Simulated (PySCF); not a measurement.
Simulated outer-valence photoelectron spectrum of `c1(Br)c(c1Cl)=O`. Method: EOM-IP-CCSD/aug-cc-pVDZ in PySCF, restricted Hartree–Fock reference, 18 core orbitals frozen, non-relativistic, gas phase, PBE0-D3(BJ)/def2-SVP geometry.

Each root has a Gaussian of 0.8 eV full width with its one-hole share as area; cross sections and vibrations are left out, and the highest printed point is 100.

(ionisation energy (eV), intensity): (8.6, 0), (8.8, 1), (9.0, 4), (9.2, 13), (9.4, 30), (9.6, 48), (9.8, 59), (10.0, 62), (10.2, 62), (10.4, 59), (10.6, 49), (10.8, 33), (11.0, 26), (11.2, 33), (11.4, 47), (11.6, 52), (11.8, 43), (12.0, 36), (12.2, 45), (12.4, 73), (12.6, 98), (12.8, 100), (13.0, 83), (13.2, 68), (13.4, 60), (13.6, 51), (13.8, 34), (14.0, 17), (14.2, 10), (14.4, 17), (14.6, 40), (14.8, 74), (15.0, 98), (15.2, 91), (15.4, 61), (15.6, 29), (15.8, 10), (16.0, 2), (16.2, 0)

**Question.** Where are the maxima, and how many lines lie under the curve?

**Answer.** 4 maxima, at 10.2, 11.6, 12.7 and 15.1 eV, from 8 lines. At this width some lines have no maximum of their own.

**Question.** List the lines with their holes.

**Answer.** 
| E (eV) | leading hole (HF orbital) | area | Koopmans (eV) |
| --- | --- | --- | --- |
| 9.75 | HOMO-1 | 0.95 | 11.10 |
| 10.43 | HOMO | 0.95 | 11.00 |
| 11.56 | HOMO-2 | 0.95 | 12.52 |
| 12.62 | HOMO-3 | 0.94 | 13.58 |
| 12.76 | HOMO-4 | 0.94 | 14.05 |
| 13.49 | HOMO-5 | 0.93 | 14.75 |
| 15.02 | HOMO-6 | 0.94 | 16.71 |
| 15.10 | HOMO-7 | 0.93 | 17.03 |

The widest gap, 1.53 eV, lies between 13.49 and 15.02 eV. Only orbitals with −ε under 21 eV, eight at most, were ionised, so the high end of the curve may lack lines.
